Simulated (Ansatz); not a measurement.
`C=NB[SiH3]` + CH₃OH → `COB[SiH3]` + `C=N` at 298.15 K and 1 bar (ligand exchange at a B–N bond).

Isolated molecules relaxed with PBE0-D4/def2-TZVP in Ansatz; ΔE leaves out vibrations. CBS: MP2 limit from def2 TZ/QZ plus the TZ coupled-cluster correction, frozen cores. This one scheme is used for every species. One conformer a species, not always the lowest.

| species | CCSD(T)/CBS energy (Eh) | H − E (kJ/mol) | S (J/(mol·K)) |
| --- | --- | --- | --- |
| `C=NB[SiH3]` | -410.21746 | 197.7 | 322.5 |
| CH₃OH | -115.61712 | 146.3 | 238.2 |
| `COB[SiH3]` | -431.31805 | 229.8 | 333.5 |
| `C=N` | -94.52360 | 115.3 | 227.0 |

H − E and S are ideal-gas, rigid-rotor, harmonic terms from PBE0-D4/def2-TZVP, for one conformer and one mirror image of each species. 1 Eh = 2625.50 kJ/mol, R = 8.31446 J/(mol·K).

By hand: ΔE, ΔH, ΔS and ΔG.

ΔE = (-431.31805) + (-94.52360) − (-410.21746) − (-115.61712) = -0.00707 Eh = -18.6 kJ/mol. Δ(H − E) = 229.8 + 115.3 − 197.7 − 146.3 = 1.1, so ΔH = -17.5 kJ/mol. ΔS = 333.5 + 227.0 − 322.5 − 238.2 = -0.2 J/(mol·K). ΔG = -17.5 − 298.15 × (-0.2)/1000 = -17.4 kJ/mol.

By hand: the equilibrium constant, and the temperature at which ΔG would vanish if ΔH and ΔS stayed fixed.

log₁₀ K = −ΔG/(RT ln 10) = 3.0. ΔG = 0 at ΔH/ΔS = 87500 K, far beyond where these terms or the molecules hold.

The number of gas molecules stays the same, so ΔS is small and ΔH decides. A doubt of 5 kJ/mol in ΔE shifts log₁₀ K by 0.9 here. Other conformers and mirror images would add mixing entropy, several J/(mol·K) or more a flexible species. These are equilibria of isolated gas molecules and say nothing of rates. Largest T1 diagnostic: 0.017 (customary marks: 0.02 for closed shells, 0.045 for open ones).
